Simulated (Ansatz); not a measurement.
C2H6AlF, relaxed with RKS PBE-D4/def2-SVP in the Gaussian-basis code of Ansatz from a rough embedded geometry. The force threshold is 0.03 eV/Å; the program also tests the step.

Charge 0, multiplicity 1. The bonds changed during the relaxation, so this is another structure than the one it started from.

Start:

```xyz
10

F     0.100    0.092   -1.938
C     0.384    0.861   -0.896
C    -0.494    0.420    0.256
Al   -0.022   -1.415    0.940
H     1.465    0.753   -0.629
H     0.189    1.926   -1.155
H    -0.287    1.133    1.159
H    -1.516    0.501    0.020
H     1.055   -2.233    0.127
H    -0.874   -2.038    2.116
```

**Question.** How much energy does the relaxation release, and in how many steps? (An estimate is asked.)

**Answer.** Ansatz gave: 177.16 kJ/mol, in 36 steps, 3 of them rejected.

**Question.** Which bonds change most? (Estimate.)

**Answer.** The calculation gave: F1–Al4 from 3.251 to 1.697 Å; C2–C3 from 1.515 to 1.358 Å; C3–H7 from 1.169 to 1.104 Å; C3–H8 from 1.052 to 1.102 Å.

**Question.** Give the relaxed structure. (Estimate.)

**Answer.** The calculation gave: 
```xyz
10

F     1.663   -1.395   -0.699
C    -0.379    0.995   -0.590
C     0.148    1.012    0.662
Al    0.105   -1.371   -0.026
H     0.267    0.935   -1.482
H    -1.464    1.077   -0.766
H     1.240    0.969    0.821
H    -0.484    1.113    1.559
H     0.009   -1.646    1.549
H    -1.104   -1.688   -1.028
```
